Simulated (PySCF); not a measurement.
A structure optimised at PBE0-D3(BJ)/def2-SVP, used in a PySCF frequency run:

```xyz
9

F     -0.8850     1.9517     0.6458
C     -0.6344     0.8828    -0.1436
C     -1.3289    -0.4023     0.1572
C      0.1396    -0.2442     0.4381
Cl     1.3255    -1.0906    -0.5388
H     -0.4498     1.1582    -1.1872
H     -1.9896    -0.4281     1.0280
H     -1.6324    -1.0282    -0.6856
H      0.4455    -0.1448     1.4827
```

Q: Write its SMILES and formula.

A: F[C@@H]1C[C@H]1Cl, C₃H₄ClF

Q: What are its rotational constants (standard atomic weights)?

A: 10.674, 2.2036, 1.9841 GHz
